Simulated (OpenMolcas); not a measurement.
S II: thermal populations, Slater's ratio, worked from levels

| Property | Result |
| --- | --- |
| Program | OpenMolcas |
| Basis | ANO-RCC-VDZP [4s3p1d] |
| Scalar Hamiltonian | DKH2, point nucleus |
| Active space | 3 electrons in 3 orbitals (3p) |
| State averaging | 2S+1 = 4 odd, 1 root; 2S+1 = 2 odd, 8 roots |
| Spin-orbit coupling | state interaction with AMFI integrals over the reference wave functions, term energies averaged over their components |

Methods: CASSCF; SS-CASPT2, IPEA 0.25 Eh, imaginary shift 0.1 Eh (closed shells correlated: 2s 2p 3s). Measured levels: NIST Handbook of Basic Atomic Spectroscopic Data.

**Thermal populations.** Z = Σ (2J + 1) exp(-E/kT) with k = 0.695035 cm-1/K, over the levels below. No other level of either list lies under 79300 cm-1, which is above 7 kT at each temperature.

```json
{"Level": "3s² 3p³ ⁴S°_3/2", "2J + 1": "4", "SS-CASPT2": "0.0", "measured": "0.0"}
{"Level": "3s² 3p³ ²D°_3/2", "2J + 1": "4", "SS-CASPT2": "17400", "measured": "14853"}
{"Level": "3s² 3p³ ²D°_5/2", "2J + 1": "6", "SS-CASPT2": "17420", "measured": "14885"}
{"Level": "3s² 3p³ ²P°_1/2", "2J + 1": "2", "SS-CASPT2": "28050", "measured": "24525"}
{"Level": "3s² 3p³ ²P°_3/2", "2J + 1": "4", "SS-CASPT2": "28070", "measured": "24572"}
```

```tsv
T (K)	Z, SS-CASPT2	Z, measured levels	Ground level (%), SS-CASPT2	Ground level (%), measured levels
8000	4.475	4.762	89.4	84.0
12000	5.447	5.997	73.4	66.7
```

At 12000 K, kT = 8340 cm-1, and the computed levels give Z = 4.000 + 0.497 + 0.743 + 0.069 + 0.138 = 5.447.

**Slater's ratio.** With one set of orbitals, p3 has ²D° - ⁴S° = 9 F2 and ²P° - ²D° = 6 F2 (F2 = F²/25), a ratio of 2/3. Term energies are centres of gravity, weighted by 2J + 1.

```csv
Source,²D° - ⁴S°,²P° - ⁴S°,F2 from the first,Ratio
CASSCF,19214,31900,2135,0.660
SS-CASPT2,17410,28065,1934,0.612
measured,14872,24556,1652,0.651
```

Energies in cm-1. A ratio away from 2/3 shows effects beyond one configuration with one set of orbitals, and in heavier atoms second-order spin-orbit shifts.

CASPT2 does not keep the components of a term degenerate, so their means are used; among the terms shown or strongly mixed into the levels shown the widest spread is 280 cm-1 (3s² 3p³ ²D°, SS-CASPT2). With the s shell closed, the reference lacks s² → p² mixing. Without dynamic correlation excited terms often stand tens of per cent too high (terms of higher spin than the ground term too low), and those without a measured partner can miss by more than the paired ones (holds for CASSCF). Some terms miss by over 15 % even with CASPT2, which points to a basis or an active space too small for the shells correlated (holds for SS-CASPT2). Computed and measured levels are paired by configuration, term and J; levels that our copy of the source lacks, or whose pairing is in doubt (as where it misses far off the trend of its configuration), stay unpaired and out of the deviations. Only configurations of the active space appear.

° marks odd parity.
